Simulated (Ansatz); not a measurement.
C$_{2}$H$_{6}$BiBr$_{2}$N, singlet, geometry from GFN2-xTB (such geometries of metal compounds can be far from the true shape) (core potentials on Bi); PBE/def2-TZVP (Ansatz, an electronic-structure program).

Ansatz was given this input:
Ansatz 0.2 input:
```yaml
crystal:
  periodic: [false, false, false]
  atoms:
    - {symbol: Bi, position_ang: [-0.07655669, 0.39624788, 0.60554574]}
    - {symbol: Br, position_ang: [-0.33718691, -2.18883407, 0.48603438]}
    - {symbol: Br, position_ang: [-1.20991758, 0.94429772, -1.66970343]}
    - {symbol: N, position_ang: [1.82088044, 0.25766615, -0.35429539]}
    - {symbol: C, position_ang: [2.85308390, -0.48163294, 0.32695372]}
    - {symbol: C, position_ang: [2.31473744, 1.43295548, -1.02555047]}
    - {symbol: H, position_ang: [3.65124636, -0.71858563, -0.37962730]}
    - {symbol: H, position_ang: [3.29805721, 0.07714621, 1.16674149]}
    - {symbol: H, position_ang: [2.44906378, -1.41935083, 0.70433628]}
    - {symbol: H, position_ang: [2.70075077, 2.19498188, -0.32858829]}
    - {symbol: H, position_ang: [3.12789780, 1.14832087, -1.69653767]}
    - {symbol: H, position_ang: [1.52275617, 1.87608752, -1.62655563]}
basis:
  gaussian:
    orbitals: def2-TZVP
hamiltonian:
  xc: pbe
```

Problem. Write the output that Ansatz gives for this input, abridged.

Solution. 
```
Functional definition: PBE
1891 factors; their error is unknown
mean field evaluation 1: about -149556.3622 eV, gradient 8.6e1 eV
mean field evaluation 2: about -149338.5188 eV, gradient 2.4e2 eV
mean field evaluation 4: about -149572.5092 eV, gradient 2.6e1 eV
mean field evaluation 8: about -149573.9360 eV, gradient 3.7e-1 eV
mean field evaluation 16: about -149573.8613 eV, gradient 2.9e-3 eV
mean field -149573.86134522 eV, -5496.7380196321 hartree, gradient 7.4e-5 eV, S^2 0.000000; 0 other end points of the search recorded, 0 dependent functions left out
reference -149573.86139328 eV, -5496.7380213983 hartree; 59, 59 occupied and 216, 216 virtual orbitals, 1891 factors
Total energy: -149573.86139328 eV, -5496.7380213983 hartree
```
